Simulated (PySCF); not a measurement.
PySCF job for C4H9Al, SMILES C=[CH][AlH][CH2]C, TDA-B3LYP/def2-SVPD. The structure is a stationary point at B3LYP-D3(BJ)/def2-SVP. The structure was generated by enumeration; whether it is a known compound was not checked. Other conformers were not sampled.

```python
import numpy as np
from pyscf import gto, scf, dft, tdscf

mol = gto.M(
    atom='''
    Al   -0.55029987    0.47473073    0.84840426
    H    -1.00533000    1.09328572    2.24161345
    C     0.85850610    1.30350135   -0.25748240
    C     2.15841464    0.48049664   -0.36867500
    H     1.08697873    2.31197394    0.13112226
    H     0.44514834    1.46662538   -1.27160496
    H     1.97343545   -0.52650026   -0.77836857
    H     2.64254416    0.34130656    0.61318423
    H     2.90337154    0.96428945   -1.02383638
    C    -1.38905901   -1.16582599    0.20002209
    C    -1.09897831   -1.67153528   -1.01387201
    H    -2.12790562   -1.72533561    0.79307964
    H    -1.56011540   -2.58741508   -1.40786842
    H    -0.37752919   -1.18954970   -1.68653253
    ''',
    basis='def2-SVPD',
    charge=0,
    spin=0,
    max_memory=1600,
    verbose=4,
)
mf = dft.RKS(mol, xc='b3lyp').density_fit(auxbasis='def2-universal-jkfit')
mf.grids.level = 3
mf.conv_tol = 1e-9
mf.max_cycle = 100
mf.kernel()
mf.grids = dft.Grids(mol).set(level=1).build(with_non0tab=True)  # coarser grid for the response kernel
td = tdscf.TDA(mf)
td.singlet = True
td.nstates = 10
td.conv_tol = 1e-4
td.positive_eig_threshold = 1e-6
td.kernel(x0=td.get_init_guess(mf, 15))
td.analyze()
tt = tdscf.TDA(mf)
tt.singlet = False
tt.nstates = 4
tt.conv_tol = 1e-4
tt.positive_eig_threshold = 1e-6
tt.kernel(x0=tt.get_init_guess(mf, 9))
tt.analyze(verbose=3)
```

Log of the run:

```
PySCF version 2.14.0

[INPUT] verbose = 4
[INPUT] num. atoms = 14
[INPUT] num. electrons = 46
[INPUT] charge = 0
[INPUT] spin (= nelec alpha-beta = 2S) = 0
[INPUT] symmetry False subgroup None
[INPUT] Mole.unit = angstrom
[INPUT] Symbol           X                Y                Z      unit          X                Y                Z       unit  Magmom
[INPUT]  1 Al    -0.550299870000   0.474730730000   0.848404260000 AA   -1.039916040684   0.897111062615   1.603251694314 Bohr   0.0
[INPUT]  2 H     -1.005330000000   1.093285720000   2.241613450000 AA   -1.899798364809   2.066010586698   4.236035497641 Bohr   0.0
[INPUT]  3 C      0.858506100000   1.303501350000  -0.257482400000 AA    1.622341405268   2.463260554501  -0.486571217896 Bohr   0.0
[INPUT]  4 C      2.158414640000   0.480496640000  -0.368675000000 AA    4.078812532852   0.908007053374  -0.696694778974 Bohr   0.0
[INPUT]  5 H      1.086978730000   2.311973940000   0.131122260000 AA    2.054092102928   4.368997553732   0.247785160234 Bohr   0.0
[INPUT]  6 H      0.445148340000   1.466625380000  -1.271604960000 AA    0.841208447405   2.771520295536  -2.402985113039 Bohr   0.0
[INPUT]  7 H      1.973435450000  -0.526500260000  -0.778368570000 AA    3.729252525008  -0.994941295912  -1.470903421269 Bohr   0.0
[INPUT]  8 H      2.642544160000   0.341306560000   0.613184230000 AA    4.993684734469   0.644975922917   1.158750258602 Bohr   0.0
[INPUT]  9 H      2.903371540000   0.964289450000  -1.023836380000 AA    5.486577048457   1.822242965307  -1.934770354566 Bohr   0.0
[INPUT] 10 C     -1.389059010000  -1.165825990000   0.200022090000 AA   -2.624941099759  -2.203091830000   0.377986968963 Bohr   0.0
[INPUT] 11 C     -1.098978310000  -1.671535280000  -1.013872010000 AA   -2.076768022737  -3.158743886748  -1.915940424262 Bohr   0.0
[INPUT] 12 H     -2.127905620000  -1.725335610000   0.793079640000 AA   -4.021158840723  -3.260411775859   1.498703314569 Bohr   0.0
[INPUT] 13 H     -1.560115400000  -2.587415080000  -1.407868420000 AA   -2.948190828716  -4.889505871770  -2.660485733224 Bohr   0.0
[INPUT] 14 H     -0.377529190000  -1.189549700000  -1.686532530000 AA   -0.713426773129  -2.247923144559  -3.187084581870 Bohr   0.0

nuclear repulsion = 196.245208408916
number of shells = 78
number of NR pGTOs = 252
number of NR cGTOs = 176
basis = def2-SVPD
ecp = {}


[settings echo left out]
init E= -400.035890375359
  HOMO = -0.314937759411131  LUMO = -0.11587863580081  gap/eV = 5.41667
cycle= 1 E= -400.009030598934  delta_E= 0.0269  |g|= 0.509  |ddm|= 4.74
  HOMO = -0.193106779016995  LUMO = -0.0400996165868133  gap/eV = 4.16354
cycle= 2 E= -399.956064160169  delta_E= 0.053  |g|= 0.666  |ddm|= 1.47
  HOMO = -0.266848473723153  LUMO = -0.0619461999813407  gap/eV = 5.57567
cycle= 3 E= -400.082817062003  delta_E= -0.127  |g|= 0.0494  |ddm|= 0.837
  HOMO = -0.263306556770683  LUMO = -0.06145261071917  gap/eV = 5.49273
cycle= 4 E= -400.08322716496  delta_E= -0.00041  |g|= 0.0354  |ddm|= 0.106
  HOMO = -0.264214265705796  LUMO = -0.0611491155189499  gap/eV = 5.52568
cycle= 5 E= -400.083554728043  delta_E= -0.000328  |g|= 0.00906  |ddm|= 0.0465
  HOMO = -0.26470029248259  LUMO = -0.061243180539666  gap/eV = 5.53635
cycle= 6 E= -400.08357704506  delta_E= -2.23e-05  |g|= 0.00264  |ddm|= 0.0143
  HOMO = -0.264508193126932  LUMO = -0.0612823783929466  gap/eV = 5.53006
cycle= 7 E= -400.083579020685  delta_E= -1.98e-06  |g|= 0.000377  |ddm|= 0.00358
  HOMO = -0.264516345675143  LUMO = -0.0612512406352335  gap/eV = 5.53113
cycle= 8 E= -400.083579061674  delta_E= -4.1e-08  |g|= 8.34e-05  |ddm|= 0.000763
  HOMO = -0.264520097325644  LUMO = -0.0612581641507424  gap/eV = 5.53104
cycle= 9 E= -400.083579063842  delta_E= -2.17e-09  |g|= 1.14e-05  |ddm|= 0.000181
  HOMO = -0.264519714771929  LUMO = -0.06125767204469  gap/eV = 5.53104
cycle= 10 E= -400.083579063871  delta_E= -2.94e-11  |g|= 5.17e-06  |ddm|= 2.37e-05
  HOMO = -0.264519376125417  LUMO = -0.0612575032939957  gap/eV = 5.53104
Extra cycle  E= -400.08357906387  delta_E= 1.71e-12  |g|= 6.71e-06  |ddm|= 1.44e-05
converged SCF energy = -400.08357906387
tot grids = 49320
Overwritten attributes  positive_eig_threshold  of <class 'pyscf.tdscf.rks.TDA'>


******** <class 'pyscf.tdscf.rks.TDA'> for <class 'pyscf.df.df_jk.DFRKS'> ********
nstates = 10 singlet
deg_eia_thresh = 1.000e-03
wfnsym = None
conv_tol = 0.0001
eigh lindep = 1e-12
eigh level_shift = 0
eigh max_cycle = 100


Excitation energies (eV)
[4.47231016 4.95141807 5.77970505 6.36320881 6.44242628 6.82390946
 6.85878885 6.93278877 7.06788379 7.16174884]

** Singlet excitation energies and oscillator strengths **
Excited State   1:      4.47231 eV    277.23 nm  f=0.0004
      23 -> 24       -0.70156
Excited State   2:      4.95142 eV    250.40 nm  f=0.0014
      21 -> 24        0.64077
      22 -> 24       -0.28500
Excited State   3:      5.77971 eV    214.52 nm  f=0.1594
      21 -> 24       -0.27002
      22 -> 24       -0.60544
      22 -> 26       -0.18712
Excited State   4:      6.36321 eV    194.85 nm  f=0.0040
      23 -> 25       -0.53901
      23 -> 26       -0.42884
Excited State   5:      6.44243 eV    192.45 nm  f=0.0290
      21 -> 26       -0.14129
      23 -> 25       -0.44339
      23 -> 26        0.52113
Excited State   6:      6.82391 eV    181.69 nm  f=0.0034
      20 -> 24       -0.34044
      21 -> 25        0.19214
      21 -> 26        0.49128
      22 -> 26       -0.22962
      23 -> 26        0.17427
Excited State   7:      6.85879 eV    180.77 nm  f=0.0010
      20 -> 24        0.61096
      21 -> 26        0.27855
      22 -> 26       -0.15217
Excited State   8:      6.93279 eV    178.84 nm  f=0.0489
      19 -> 24       -0.11271
      21 -> 25       -0.14369
      21 -> 26        0.12559
      22 -> 25       -0.64374
      22 -> 26        0.11081
Excited State   9:      7.06788 eV    175.42 nm  f=0.0085
      21 -> 25        0.62051
      21 -> 26       -0.23363
      22 -> 25       -0.18922
Excited State  10:      7.16175 eV    173.12 nm  f=0.0225
      17 -> 24        0.10109
      19 -> 24        0.67040
      21 -> 25       -0.11307

** Transition electric dipole moments (AU) **
state          X           Y           Z        Dip. S.      Osc.
  1         0.0423     -0.0052     -0.0415      0.0035      0.0004
  2         0.0541     -0.0312      0.0859      0.0113      0.0014
  3         0.2234      0.7651      0.7002      1.1256      0.1594
  4        -0.0319     -0.1488      0.0522      0.0259      0.0040
  5        -0.3155     -0.2644      0.1192      0.1836      0.0290
  6        -0.0103     -0.1371      0.0395      0.0205      0.0034
  7        -0.0018     -0.0322      0.0696      0.0059      0.0010
  8         0.4035     -0.3127      0.1648      0.2877      0.0489
  9        -0.0357     -0.0175     -0.2177      0.0490      0.0085
 10         0.2395     -0.2060      0.1680      0.1281      0.0225

** Transition velocity dipole moments (imaginary part, AU) **
state          X           Y           Z        Dip. S.      Osc.
  1         0.0046      0.0031     -0.0120      0.0002      0.0007
  2         0.0338     -0.0292      0.0283      0.0028      0.0102
  3         0.0573      0.0771      0.0225      0.0097      0.0306
  4        -0.0303     -0.0091     -0.0118      0.0011      0.0032
  5        -0.0554     -0.0694      0.0346      0.0091      0.0256
  6        -0.0235     -0.0090      0.0132      0.0008      0.0022
  7        -0.0124     -0.0115     -0.0024      0.0003      0.0008
  8         0.0921     -0.0606      0.0486      0.0145      0.0380
  9        -0.0149      0.0081     -0.0266      0.0010      0.0026
 10         0.0291     -0.0180      0.0083      0.0012      0.0031

** Transition magnetic dipole moments (imaginary part, AU) **
state          X           Y           Z
  1         0.1298      0.2972      0.1552
  2        -0.3603     -0.5463     -0.1364
  3         0.2509     -0.2381      0.3318
  4        -0.5540      0.1183      0.2016
  5        -0.1529     -0.1348     -1.0203
  6        -0.7599     -0.0330      0.8173
  7        -0.3790     -0.3203      0.2314
  8         0.2253     -0.0002     -0.6592
  9        -0.0133      0.2644      0.0073
 10        -0.1496     -0.2437      0.0179


******** <class 'pyscf.tdscf.rks.TDA'> for <class 'pyscf.df.df_jk.DFRKS'> ********
nstates = 4 triplet
deg_eia_thresh = 1.000e-03
wfnsym = None
conv_tol = 0.0001
eigh lindep = 1e-12
eigh level_shift = 0
eigh max_cycle = 100


Excitation energies (eV)
[3.91918073 4.20892125 4.54940172 6.02670397]

** Triplet excitation energies and oscillator strengths **
Excited State   1:      3.91918 eV    316.35 nm  f=0.0000
Excited State   2:      4.20892 eV    294.57 nm  f=0.0000
Excited State   3:      4.54940 eV    272.53 nm  f=0.0000
Excited State   4:      6.02670 eV    205.72 nm  f=0.0000
```

The calculation finished and met its thresholds.
